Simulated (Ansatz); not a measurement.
Input for Ansatz (a first-principles code): U-CAM-B3LYP/def2-TZVPP on O (SMILES [O]).

Ansatz 0.2 input:
```yaml
crystal:
  periodic: [false, false, false]
  atoms:
    - {symbol: O, position_ang: [0.00000000, 0.00000000, 0.00000000]}
basis:
  gaussian:
    orbitals: def2-TZVPP
hamiltonian:
  xc: {name: CAM-B3LYP}
magnetization: {spin_polarized: true, initial_magnetization: 2}
```

It printed:

```
WARN ansatz: RAYON_NUM_THREADS=1 ignored (pool sized by the plan → 1); use --threads N
Functional definition: CAM-B3LYP
integrals: 0.00 GiB planned
151 factors; their error is unknown
integrals: 0.03 GiB planned
30 factors; integrals over basis functions are off by at most 8.8e-5 eV
mean field: 0.06 GiB planned
mean field evaluation 1: about -2042.7182 eV, gradient 7.0e0 eV
mean field evaluation 2: about -2042.8178 eV, gradient 2.8e0 eV
mean field evaluation 4: about -2042.8433 eV, gradient 6.0e-2 eV
mean field evaluation 8: about -2042.8473 eV, gradient 2.4e-3 eV
mean field -2042.84727969 eV, -75.0732528371 hartree, gradient 1.6e-5 eV, S^2 2.003419; 0 other end points of the search recorded, 0 dependent functions left out
reference -2042.84733343 eV, -75.0732548118 hartree; 5, 3 occupied and 26, 28 virtual orbitals, 151 factors
Total energy: -2042.84733343 eV, -75.0732548118 hartree
```

The run converged.

Cost: around 0.3 core-seconds (rough).
